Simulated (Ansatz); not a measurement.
Calculated with Ansatz (gas phase, PBE0-D4/def2-TZVP geometries, no zero-point term in ΔE). CCSD(T)/CBS adds triple-zeta CCSD(T) − MP2 to the extrapolated MP2 energy (def2 sets, frozen cores). This one scheme is used for every species. Functionals use def2-TZVPP.

`[SiH3][SiH]1[CH2][AlH]1` + `[NH2][AlH2]` → `[AlH2][NH][SiH3]` + `[CH2]1[AlH][SiH2]1`  (cleavage of the Si–Si bond)

| level | ΔE (eV) |
| --- | --- |
| revPBE-D4 | -0.19 |
| B97M-V | -0.29 |
| BHLYP-D4 | -0.44 |
| CCSD/CBS(def2) | -0.40 |

(1) What does CCSD(T)/CBS give? (Estimate.)

Largest T1 diagnostic among the species: 0.014.

Results:

(1) The calculation gave: -0.37 eV. The listed levels differ from it by 0.18, 0.08, -0.07, -0.03 eV.

Leaving LDA and LC-ωPBE aside and taking each functional with its dispersion term where it has one, the values, not all of them listed here, spread over 0.27 eV, from BHLYP-D4 to PBE-D4. From BLYP to BHLYP (50 % exact exchange), in def2-TZVPP and without D4, ΔE moves by −0.14 eV.
